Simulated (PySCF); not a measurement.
Start geometry of `C#[C][GeH2][O][SiH2][SiH3]` from GFN2-xTB (Å):
```
atom  x, y, z in Å
C1     1.6883    2.6007    0.0641
C2     1.8324    1.4084    0.1379
Ge3    2.0212   -0.4819    0.2730
O4     0.6167   -1.1136    1.0518
Si5   -0.9818   -1.4445    1.0830
Si6   -2.1846    0.1306   -0.0910
H7     1.5748    3.6460   -0.0067
H8     2.1149   -1.0999   -1.0968
H9     3.1459   -0.8639    1.1901
H10   -1.2404   -1.5039    2.5265
H11   -1.0993   -2.8094    0.5436
H12   -2.5107   -0.2961   -1.4595
H13   -1.5060    1.4257   -0.2371
H14   -3.4720    0.4012    0.5589
```

Question: What comes out of this run: PySCF, PBE0-D3(BJ)/def2-SVP geometry optimisation, gas phase?

Answer: 
```
atom  x, y, z in Å
C1     1.2843    2.2559   -0.5600
C2     1.6214    1.1509   -0.1795
Ge3    2.1024   -0.5844    0.4332
O4     0.7123   -1.2351    1.3163
Si5   -0.9094   -1.4672    1.0181
Si6   -2.0017    0.4652    0.2324
H7     0.9836    3.2327   -0.8965
H8     2.4080   -1.4858   -0.7720
H9     3.2537   -0.4998    1.4371
H10   -1.5407   -1.9014    2.3003
H11   -1.1033   -2.5626    0.0115
H12   -1.6405    0.7764   -1.1842
H13   -1.7011    1.6520    1.0900
H14   -3.4762    0.2008    0.2904
```

The energy falls by 31.5 kJ/mol over 15 energy and gradient evaluations, the largest force component goes from 0.0278 to 4.3e-04 Eh/bohr, and the atoms move by 0.742 Å rms after alignment. The bond that changes most is Si5–Si6 (oxygen-bound silicon to SiH3 silicon), which lengthens by 0.051 Å. Bonds longer at the end by more than 0.005 Å: 12 of 13; shorter: 0. Among the angles that change most is Ge3–O4–Si5, from 151.6° to 136.6°. Among the dihedrals that turn most is H11–Si5–Si6–H13, from -141° to -172°. Rotational constants go from 2052, 912.0, 673.5 to 1989, 1017, 696.1 MHz. The orientation of the end geometry is arbitrary; only internal coordinates are fixed.

The run used 150 basis functions and 114 SCF cycles in all.

No frequency check. One conformer, not necessarily the lowest.
